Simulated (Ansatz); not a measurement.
A nudged elastic band was laid between two geometries of C2H9BOSi (14 atoms, charge 0, multiplicity 1).

All numbers below come from RKS PBE0/6-31G (Ansatz).

| Property | Result |
| --- | --- |
| movable images | 7 |
| climbing image | yes |
| spring | 5.0 eV/Å² |
| optimiser | quadratic models (default) |
| start path | IDPP |
| force threshold | 0.05 eV/Å |
| iteration limit | 35 |
| end points | relaxed |

First end point:

```xyz
14
Properties=species:S:1:pos:R:3
B -1.607 0.524 1.053
C -0.383 0.503 0.137
Si 0.715 -0.687 1.312
O -0.592 -0.115 -1.145
C 0.495 0.051 -2.074
H -2.559 -0.159 0.822
H -1.544 1.158 2.070
H 0.179 1.447 0.063
H 1.625 -1.472 0.414
H -0.157 -1.653 2.064
H 1.523 0.113 2.294
H 1.418 -0.424 -1.714
H 0.180 -0.431 -2.999
H 0.693 1.115 -2.266
```

Last end point:

```xyz
14
Properties=species:S:1:pos:R:3
B -1.477 0.608 1.186
C -0.280 0.535 0.239
Si 0.565 -1.043 1.138
O -0.599 0.217 -1.127
C 0.503 0.349 -2.044
H -2.538 0.161 0.870
H -1.297 1.022 2.297
H 0.453 1.351 0.321
H 1.302 -1.806 0.077
H -0.480 -1.947 1.731
H 1.514 -0.614 2.221
H 0.898 1.374 -2.043
H 1.318 -0.348 -1.807
H 0.105 0.115 -3.032
```

**Question.** What changes between the two ends?

**Answer.** No bond is made or broken. The dihedral C2–O4–C5–H12 goes from 63 to -59°. The two ends are copies of one structure, up to a mirror image or an exchange of like atoms.

**Question.** What energy profile does the band end with?

**Answer.** The forces met the threshold. The highest image is number 4 of 0 to 8, 2.1 kcal/mol above the ends, which have the same energy within 2 meV. A vibrational analysis at the climbing image gives one clearly imaginary mode, 203i cm⁻¹: a first-order saddle point. Limits of this set-up: no polarisation functions.

| image | path coordinate (Å) | energy (kcal/mol) | dihedral C2–O4–C5–H12 (°) |
| --- | --- | --- | --- |
| 0 | 0.00 | 0.0 | 63 |
| 1 | 0.43 | 0.2 | 53 |
| 2 | 0.86 | 0.8 | 40 |
| 3 | 1.29 | 1.7 | 23 |
| 4 | 1.73 | 2.1 | 3 |
| 5 | 2.21 | 1.6 | -18 |
| 6 | 2.69 | 0.8 | -35 |
| 7 | 3.17 | 0.2 | -48 |
| 8 | 3.65 | 0.0 | -59 |

**Question.** What is the geometry of the highest image?

**Answer.** 
```xyz
14
Properties=species:S:1:pos:R:3
B -1.499 0.640 1.161
C -0.295 0.567 0.226
Si 0.555 -0.984 1.175
O -0.588 0.218 -1.134
C 0.522 0.257 -2.060
H -2.552 0.173 0.849
H -1.330 1.079 2.265
H 0.435 1.386 0.308
H 1.333 -1.725 0.128
H -0.474 -1.915 1.755
H 1.474 -0.523 2.272
H 1.464 0.505 -1.554
H 0.624 -0.721 -2.539
H 0.319 1.013 -2.823
```

**Question.** What are the harmonic wavenumbers there?

**Answer.** 203i, 100, 122, 177, 220, 289, 416, 467, 522, 547, 637, 753, 859, 917, 922, 949, 980, 1056, 1059, 1143, 1161, 1219, 1253, 1363, 1505, 1523, 1550, 2176, 2199, 2209, 2608, 2715, 3050, 3067, 3143, 3158 cm⁻¹.

Run time: 7 min on 1 CPU thread of a shared host.
